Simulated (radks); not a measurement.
Coulomb parameter of the 3d shell of neutral cobalt in the model configuration [Ar] 3d7.5 4s1.5, as a second difference U = [E(n + 0.5) + E(n - 0.5) - 2 E(n)] / (0.5)^2 with all orbitals relaxed. "Bare": the charge of the atom changes with n. "Screened": the 4s shell takes up the change at fixed total charge, which measures U(3d,3d) + U(4s,4s) - 2 U(3d,4s). Method: Dirac Kohn-Sham, PBEsol, spin-unpolarised, spherical densities, finite nucleus; open shells are shared between the two j in proportion to 2j + 1; Fermi nuclear charge, rms radius 3.7875 fm; computed with a radial shooting solver on a logarithmic mesh with Libxc functionals.

| case | configuration | E - E(n) (eV) |
|---|---|---|
| start | [Ar] 3d7.5 4s1.5 | 0.000 |
| bare +0.5 | [Ar] 3d8 4s1.5 | -1.698 |
| bare -0.5 | [Ar] 3d7 4s1.5 | 4.578 |
| screened +0.5 | [Ar] 3d8 4s1 | -0.249 |
| screened -0.5 | [Ar] 3d7 4s2 | 0.965 |

U(bare) = 11.519 eV, U(screened by 4s) = 2.862 eV. The step up makes a negative ion, whose loosely bound charge lowers the bare value.
